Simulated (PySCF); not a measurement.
NMR data simulated for an unnamed compound:

¹H NMR (300 MHz, computed): δ 6.78 (m, 1H), 6.35 (m, 1H), 5.05 (m, 1H), 3.04 (d, 1H), 1.31 (br s, 2H).

¹³C{¹H} NMR (computed): δ 149.8 (CH), 136.9 (CH), 93.6 (CH), 87.4 (C).

Method: shielding tensors at PBE0/pcSseg-1 (GIAO), geometry: GFN2-xTB, in PySCF 2.14.0 with density-fitted response routines (in vacuum, equivalent nuclei averaged, non-relativistic, a single conformation).

References, each an isolated molecule treated in the same way: ¹H, ¹³C against TMS.

Task: Which of these does the molecule contain: a (CH3)2CH unit, a non-aromatic C=C double bond, an S-methyl group, a methoxy group, a C≡C triple bond, a Si–H bond?

Result: 
- A (CH3)2CH unit: no.
- A non-aromatic C=C double bond: yes.
- An S-methyl group: no.
- A methoxy group: no.
- A C≡C triple bond: yes (δC 93.6, 87.4; δH 3.04 (d)).
- A Si–H bond: yes (δH 5.05 (m)).

The data belong to `C#C/C=C/[Si@H](N)F`, C4H6FNSi; they needn't prove each group on their own.

Carbon signals by region: 2 in the sp2 and nitrile region (100–160 ppm), 2 at 50–100 ppm.

The OH or NH signal is concentration- and solvent-dependent in practice; the value given is the gas-phase one. Splittings by ¹⁹F in the carbon and heteronuclear signals aren't shown, as no couplings were computed. Shifts are as computed. Against solution values, carbons near 30 ppm lie about +3 ppm off and those near 130 ppm about +5 ppm. Of 1309 compounds with measured shifts, 239 miss one by over three times the rms of a fit or turn the order of signals round; such compounds aren't used in these exercises. No couplings were computed; multiplicities are counted from neighbouring protons, with m where these are inequivalent, close in shift, in a saturated or five-membered ring or joined by F or P, and br s for small geminal =CH2 splittings.
